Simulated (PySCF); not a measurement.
Be (beryllium, neutral) across methods

[He] 2s2, closed-shell 1S. Calculation: PySCF 2.14, in aug-cc-pCVTZ-DK (7s6p4d2f, 59 functions); the spin-free X2C one-electron Hamiltonian (Gaussian nucleus). The B2PLYP total includes its PT2 part (frozen core); its orbital energies are those of the SCF part.

```csv
method,E (hartree),mean ε 1s (eV),mean ε 2s (eV),Σ⟨r²⟩ (bohr²),⟨S²⟩
PBE,-14.6323,-106.18,-5.610,16.77,0.000
UHF,-14.57539,-128.80,-8.417,17.32,0.000
B2PLYP,-14.6516,-118.53,-7.190,16.98,0.000
r2SCAN,-14.6514,-108.64,-5.743,16.89,0.000
revPBE,-14.6666,-106.31,-5.617,16.77,0.000
PBE0,-14.6390,-111.97,-6.494,16.74,0.000
M06-2X,-14.6688,-117.40,-7.231,16.71,0.000
PW91,-14.6503,-106.43,-5.641,16.81,0.000
LDA,-14.4494,-104.92,-5.599,17.01,0.000
```
